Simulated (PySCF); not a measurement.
Start geometry of `B[C@@H]1CC1=C` from GFN2-xTB (Å):
```
atom  x, y, z in Å
B1    -1.1426    1.0950    0.9201
C2    -0.8468   -0.1430    0.0971
C3     0.1949   -1.1513    0.5870
C4     0.5516   -0.2531   -0.5031
C5     1.3394    0.1838   -1.4203
H6    -2.1914    1.6733    0.7787
H7    -0.3599    1.5386    1.6667
H8    -1.6061   -0.5738   -0.5204
H9     0.0383   -2.1906    0.4093
H10    0.6636   -0.9651    1.5699
H11    1.0626    0.9829   -2.0761
H12    2.3363   -0.2252   -1.5179
```

Problem. What comes out of this run: PBE0-D3(BJ)/def2-SVP geometry optimisation, gas phase in PySCF?

Solution. 
```
atom  x, y, z in Å
B1    -1.1065    1.1909    1.0385
C2    -0.9299   -0.1666    0.3516
C3     0.2221   -1.0959    0.7859
C4     0.4145   -0.1697   -0.3040
C5     1.1713    0.3633   -1.2493
H6    -2.0433    1.9097    0.7745
H7    -0.2556    1.5779    1.8080
H8    -1.7386   -0.6223   -0.2309
H9     0.1078   -2.1568    0.5409
H10    0.6962   -0.8966    1.7532
H11    0.7903    1.1466   -1.9096
H12    2.1991    0.0212   -1.4010
```

The energy falls by 0.172 eV over 11 energy and gradient evaluations, the largest force component goes from 0.0499 to 2.3e-04 Eh/bohr, and the atoms move by 0.150 Å rms after alignment. The bond that changes most is B1–H7 (three-coordinate boron to B–H hydrogen), which lengthens by 0.042 Å. Bonds longer at the end by more than 0.005 Å: 8 of 12; shorter: 3. Among the angles that change most is B1–C2–C4, from 116.8° to 107.6°. Among the dihedrals that turn most is H6–B1–C2–C3, from -158° to -176°. Rotational constants go from 9300, 4363, 3404 to 8389, 4765, 3537 MHz. The orientation of the end geometry is arbitrary; only internal coordinates are fixed.

The run used 105 basis functions and 71 SCF cycles in all.

No frequency check. The numbers are those of one conformer.
